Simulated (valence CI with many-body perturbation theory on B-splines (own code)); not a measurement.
## I46+: calculated level list

Method: relativistic CI+MBPT: five valence electrons over a frozen Dirac-Fock core [He], radial functions for each j: 11 s, 11 p, 10 d, 8 f, 5 g, 2 h, with the one-electron correlation potential Σ1, the two-electron term Σ2, the three-electron term Σ3, Breit, model QED; selected CI, second order for the rest, scaled by the run's own slope (own B-spline code, finite nucleus).

The last digits are not significant, and no measured levels were compared; by estimate large intervals hold to a few tenths of a per cent, small ones and those within an open d or f shell to about a per cent. Among the levels kept, up to 7200 cm⁻¹ of a level comes from second order outside the variational space, and about a tenth of that is noise between levels of different J, which matters for small intervals.

Levels 91 to 135 of 200, with energies above the lowest level, (2s^2 2p1/2^2 2p3/2) J=3/2. "Leading %" is the weight of the configuration and term that name the level; weights of strongly mixed levels are sums over their largest components and can fall short. In the jj column 3d3/2^4 stands for four electrons in 3d with j = 3/2. Lifetimes count E1, E2, E3, M1 and M2 decay at the calculated energies, and are blank where another channel may lead or the interval is too uncertain; long ones can be off by a factor of two.

| No. | Configuration | Term | J | E (eV) | Leading % | g | Leading jj | Lifetime |
| --- | --- | --- | --- | --- | --- | --- | --- | --- |
| 91 | 2s 2p3 3d | 2P° | 3/2 | 5209.4 | 27 | 1.303 | 2s 2p1/2^2 2p3/2 3d5/2 (96 %) | 3.16 fs |
| 92 | 2s 2p3 3s | 4D° | 7/2 | 5210.5 | 77 | 1.385 | 2s 2p1/2 2p3/2^2 3s (77 %) | 172 fs |
| 93 | 2s2 2p2 3p | 2P° | 3/2 | 5216.4 | 60 | 1.310 | 2s^2 2p3/2^2 3p3/2 (92 %) | 202 fs |
| 94 | 2s 2p3 3s | 2D° | 5/2 | 5222.6 | 74 | 1.226 | 2s 2p1/2 2p3/2^2 3s (95 %) | 20.0 fs |
| 95 | 2s2 2p2 3p | 2P° | 3/2 | 5230.6 | 55 | 1.317 | 2s^2 2p3/2^2 3p3/2 (89 %) | 193 fs |
| 96 | 2s 2p3 3p | 6P | 3/2 | 5236.3 | 37 | 1.721 | 2s 2p1/2 2p3/2^2 3p1/2 (97 %) | 21.5 fs |
| 97 | 2s 2p3 3s | 4P° | 1/2 | 5245.7 | 83 | 2.318 | 2s 2p1/2 2p3/2^2 3s (99 %) | 31.8 fs |
| 98 | 2s 2p3 3p | 4F | 5/2 | 5245.7 | 28 | 1.340 | 2s 2p1/2 2p3/2^2 3p1/2 (95 %) | 9.34 fs |
| 99 | 2s 2p3 3s | 4S° | 3/2 | 5263.4 | 37 | 1.502 | 2s 2p1/2 2p3/2^2 3s (94 %) | 56.5 fs |
| 100 | 2s2 2p2 3d | 2F | 7/2 | 5264.2 | 19 | 1.142 | 2s^2 2p3/2^2 3d3/2 (63 %) | 2.36 fs |
| 101 | 2s 2p3 3s | 2S° | 1/2 | 5264.2 | 49 | 1.050 | 2s 2p1/2 2p3/2^2 3s (96 %) | 14.7 fs |
| 102 | 2s2 2p2 3d | 2D | 3/2 | 5264.2 | 34 | 1.147 | 2s^2 2p3/2^2 3d3/2 (97 %) | 2.80 fs |
| 103 | 2s2 2p2 3d | 4D | 5/2 | 5266.0 | 27 | 1.192 | 2s^2 2p3/2^2 3d3/2 (88 %) | 3.20 fs |
| 104 | 2s2 2p2 3d | 2P | 1/2 | 5267.3 | 48 | 1.272 | 2s^2 2p3/2^2 3d3/2 (86 %) | 2.92 fs |
| 105 | 2s 2p3 3s | 2D° | 3/2 | 5272.9 | 76 | 0.988 | 2s 2p1/2 2p3/2^2 3s (94 %) | 17.5 fs |
| 106 | 2s 2p3 3s | 2D° | 5/2 | 5274.6 | 80 | 1.243 | 2s 2p1/2 2p3/2^2 3s (96 %) | 68.7 fs |
| 107 | 2s 2p3 3s | 2P° | 3/2 | 5274.7 | 37 | 1.478 | 2s 2p1/2 2p3/2^2 3s (92 %) | 29.8 fs |
| 108 | 2s2 2p2 3d | 2F | 7/2 | 5276.5 | 42 | 1.251 | 2s^2 2p3/2^2 3d5/2 (85 %) | 11.8 ps |
| 109 | 2s2 2p2 3d | 4F | 9/2 | 5278.1 | 60 | 1.236 | 2s^2 2p3/2^2 3d5/2 (98 %) | 46.0 ps |
| 110 | 2s2 2p2 3d | 2F | 7/2 | 5278.5 | 25 | 1.159 | 2s 2p1/2 2p3/2^2 3p1/2 (53 %) | 55.5 fs |
| 111 | 2s 2p3 3s | 2P° | 1/2 | 5286.2 | 88 | 0.821 | 2s 2p1/2 2p3/2^2 3s (98 %) | 32.3 fs |
| 112 | 2s2 2p2 3d | 2P | 1/2 | 5289.7 | 40 | 1.580 | 2s^2 2p3/2^2 3d5/2 (86 %) | 3.29 fs |
| 113 | 2s 2p3 3p | 4P | 5/2 | 5294.3 | 54 | 1.445 | 2s 2p1/2 2p3/2^2 3p1/2 (98 %) | 21.0 fs |
| 114 | 2s2 2p2 3d | 2P | 3/2 | 5298.2 | 43 | 1.118 | 2s^2 2p3/2^2 3d5/2 (58 %) | 2.71 fs |
| 115 | 2s2 2p2 3d | 2D | 5/2 | 5305.7 | 61 | 1.166 | 2s^2 2p3/2^2 3d5/2 (93 %) | 2.48 fs |
| 116 | 2s 2p3 3p | 4D | 1/2 | 5310.3 | 67 | 0.343 | 2s 2p1/2 2p3/2^2 3p1/2 (96 %) | 22.4 fs |
| 117 | 2s2 2p2 3d | 2D | 3/2 | 5314.3 | 67 | 0.939 | 2s^2 2p3/2^2 3d3/2 (53 %) | 1.79 fs |
| 118 | 2s 2p3 3p | 4P | 1/2 | 5323.1 | 56 | 1.631 | 2s 2p1/2 2p3/2^2 3p1/2 (92 %) | 31.5 fs |
| 119 | 2s 2p3 3p | 4F | 3/2 | 5325.7 | 26 | 1.035 | 2s 2p1/2 2p3/2^2 3p1/2 (95 %) | 20.4 fs |
| 120 | 2s 2p3 3p | 6P | 7/2 | 5327.3 | 46 | 1.448 | 2s 2p1/2 2p3/2^2 3p3/2 (97 %) | 104 fs |
| 121 | 2s2 2p2 3d | 2D | 5/2 | 5328.2 | 45 | 1.278 | 2s^2 2p3/2^2 3d5/2 (66 %) | 4.17 fs |
| 122 | 2s2 2p2 3d | 2D | 5/2 | 5328.8 | 19 | 1.359 | 2s 2p1/2 2p3/2^2 3p3/2 (62 %) | 6.31 fs |
| 123 | 2s 2p3 3p | 2F | 5/2 | 5334.1 | 55 | 1.021 | 2s 2p1/2 2p3/2^2 3p1/2 (91 %) | 17.9 fs |
| 124 | 2s 2p3 3p | 2D | 3/2 | 5335.8 | 29 | 1.148 | 2s 2p1/2 2p3/2^2 3p1/2 (86 %) | 54.3 fs |
| 125 | 2s 2p3 3p | 4P | 1/2 | 5336.8 | 54 | 1.680 | 2s 2p1/2 2p3/2^2 3p3/2 (88 %) | 7.44 fs |
| 126 | 2s 2p3 3p | 4P | 3/2 | 5355.4 | 49 | 1.415 | 2s 2p1/2 2p3/2^2 3p3/2 (92 %) | 8.00 fs |
| 127 | 2s 2p3 3p | 2P | 3/2 | 5360.2 | 42 | 1.212 | 2s 2p1/2 2p3/2^2 3p1/2 (96 %) | 13.4 fs |
| 128 | 2s 2p3 3p | 4P | 1/2 | 5361.2 | 42 | 1.890 | 2s 2p1/2 2p3/2^2 3p1/2 (96 %) | 21.2 fs |
| 129 | 2s 2p3 3p | 4F | 9/2 | 5362.0 | 99 | 1.318 | 2s 2p1/2 2p3/2^2 3p3/2 (99 %) | 2.26 ps |
| 130 | 2s 2p3 3p | 4D | 7/2 | 5363.1 | 63 | 1.309 | 2s 2p1/2 2p3/2^2 3p3/2 (99 %) | 20.9 fs |
| 131 | 2s 2p3 3p | 2P | 3/2 | 5370.4 | 64 | 1.352 | 2s 2p1/2 2p3/2^2 3p3/2 (94 %) | 9.50 fs |
| 132 | 2s 2p3 3p | 2D | 5/2 | 5386.0 | 59 | 1.236 | 2s 2p1/2 2p3/2^2 3p3/2 (98 %) | 7.99 fs |
| 133 | 2s 2p3 3d | 6D° | 3/2 | 5397.3 | 39 | 1.361 | 2s 2p1/2 2p3/2^2 3d3/2 (97 %) | 17.7 fs |
| 134 | 2s 2p3 3d | 6D° | 1/2 | 5398.7 | 42 | 2.127 | 2s 2p1/2 2p3/2^2 3d3/2 (96 %) | 18.7 fs |
| 135 | 2s 2p3 3d | 6D° | 5/2 | 5399.8 | 37 | 1.291 | 2s 2p1/2 2p3/2^2 3d3/2 (91 %) | 11.7 fs |

Where two levels of one J and parity lie close, their mixing, g and order are uncertain.
